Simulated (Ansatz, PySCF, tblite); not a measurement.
Energy landscape of H3Si (cation, charge +1), singlet: umbrella (inversion) coordinate, bond length relaxed. Scanned: angle between the Si-H bonds and the threefold axis (90 = planar). Other coordinates (Si-H bond length) were minimised at B3LYP/def2-TZVP.

Levels of theory: GFN2-xTB, 300 K electronic temperature (tblite); RHF/LANL2DZ = restricted Hartree-Fock/LANL2DZ, with its core potentials past Ne run with PySCF; RKS-M06-2X/6-31G* = restricted M06-2X/6-31G*, spherical d run with PySCF; FCI/cc-pVDZ = full CI/cc-pVDZ, frozen core (Ansatz, a program for electronic structure).

Energies relative to the lowest point of each profile, in kJ/mol; the last columns give the difference from FCI:

```tsv
a / °	GFN2-xTB	RHF/LANL2DZ	RKS-M06-2X/6-31G*	FCI/cc-pVDZ	GFN2-xTB − FCI/cc-pVDZ	RHF/LANL2DZ − FCI/cc-pVDZ	RKS-M06-2X/6-31G* − FCI/cc-pVDZ
90	0.0	0.0	0.0	0.0	0.0	0.0	0.0
93.23	1.8	2.6	2.4	2.4	-0.6	0.2	0.0
95.43	5.1	7.4	6.7	6.8	-1.7	0.6	-0.1
99.66	16.2	23.7	21.4	21.5	-5.3	2.1	-0.1
102.48	27.0	39.5	35.9	35.9	-8.9	3.6	-0.1
104.93	38.7	56.7	51.5	51.5	-12.8	5.2	0.0
108.65	60.4	88.8	80.9	80.4	-20.0	8.3	0.4
111.74	82.3	121.0	110.6	109.6	-27.3	11.5	1.1
114.26	102.8	151.2	138.6	136.8	-34.0	14.5	1.9
116.54	123.6	181.6	166.9	164.1	-40.5	17.5	2.8
119.63	155.4	227.7	210.0	205.4	-50.0	22.2	4.6
122.99	195.5	284.5	263.5	256.2	-60.7	28.3	7.3
125.51	229.8	332.1	308.3	298.4	-68.5	33.7	10.0
128.49	276.2	394.5	367.1	353.0	-76.8	41.5	14.1
132	340.4	477.4	445.0	424.1	-83.7	53.3	20.9
```

GFN2-xTB is furthest from FCI/cc-pVDZ at 132 (-83.7 kJ/mol, below); its mean absolute difference over the points is 32.7 kJ/mol.

RHF/LANL2DZ is furthest from FCI/cc-pVDZ at 132 (53.3 kJ/mol, above); its mean absolute difference over the points is 16.2 kJ/mol.

RKS-M06-2X/6-31G* is furthest from FCI/cc-pVDZ at 132 (20.9 kJ/mol, above); its mean absolute difference over the points is 4.2 kJ/mol.
